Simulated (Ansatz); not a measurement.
Coupled-cluster run, CH6ClGeN (`C[NH][GeH2][Cl]`).

```yaml
crystal:
  periodic: [false, false, false]
  atoms:
    - {symbol: C, position_ang: [0.084227, 1.012581, -0.987781]}
    - {symbol: N, position_ang: [-0.629369, 0.428835, 0.133963]}
    - {symbol: Ge, position_ang: [0.141295, -0.897817, 1.100689]}
    - {symbol: Cl, position_ang: [0.548320, -2.662856, -0.111205]}
    - {symbol: H, position_ang: [0.139675, 0.360744, -1.868438]}
    - {symbol: H, position_ang: [-0.388938, 1.952107, -1.285324]}
    - {symbol: H, position_ang: [1.107779, 1.249214, -0.686305]}
    - {symbol: H, position_ang: [-1.603454, 0.263722, -0.076265]}
    - {symbol: H, position_ang: [1.511656, -0.416800, 1.584876]}
    - {symbol: H, position_ang: [-0.828094, -1.340833, 2.198789]}
basis:
  gaussian: {orbitals: def2-TZVPP}
correlation: {method: ccsd_t}
output: {orbitals: {seedname: orbitals}}
```

```sh
$ ansatz run in.yaml --threads 4 --pin off --events-out ev --progress --plain
```

Output of Ansatz, abridged:

```
Functional definition: HF
1408 factors; integrals over basis functions are off by at most 1.1e-3 eV
mean field evaluation 1: about -71584.0065 eV, gradient 3.5e1 eV
mean field evaluation 2: about -71584.1758 eV, gradient 3.5e1 eV
mean field evaluation 4: about -71587.1077 eV, gradient 3.9e0 eV
mean field evaluation 8: about -71587.1560 eV, gradient 2.1e-1 eV
mean field -71587.15623164 eV, -2630.7794679957 hartree, gradient 3.1e-6 eV, S^2 0.000000; 0 other end points of the search recorded, 0 dependent functions left out
16 core orbitals not correlated: weight in the atoms' cores, before any rotation towards them, 1.000 or more for the frozen orbitals, at most 0.000 for the correlated occupied ones
reference -71587.15623164 eV, -2630.7794679957 hartree; 18, 18 occupied and 202, 202 virtual orbitals, 1408 factors
second order -22.78745761 eV of doubles, -0.00000000 eV of singles
cycle   1  -23.18786687 eV  change   -4.0e-1 eV  update   1.0e-1
cycle   2  -23.80205413 eV  change   -6.1e-1 eV  update   2.8e-2
cycle   3  -23.89413164 eV  change   -9.2e-2 eV  update   1.3e-2
cycle   4  -23.88397913 eV  change    1.0e-2 eV  update   3.1e-3
cycle   5  -23.88365501 eV  change    3.2e-4 eV  update   1.7e-3
cycle   6  -23.88393044 eV  change   -2.8e-4 eV  update   5.5e-4
cycle   7  -23.88379922 eV  change    1.3e-4 eV  update   2.5e-4
cycle   8  -23.88382499 eV  change   -2.6e-5 eV  update   7.4e-5
cycle   9  -23.88382927 eV  change   -4.3e-6 eV  update   2.3e-5
perturbative correction -0.92683534 eV, -0.0340605705 hartree
Total energy: -71611.96689625 eV, -2631.6912431027 hartree
```

It took 2.2 min on 4 threads of a server CPU on a shared host, with 4.3 GiB of host memory at the peak.

MP2 recovers 91.8 % of the CCSD(T) correlation energy and the triples give 3.7 %; T1 = 0.0104.
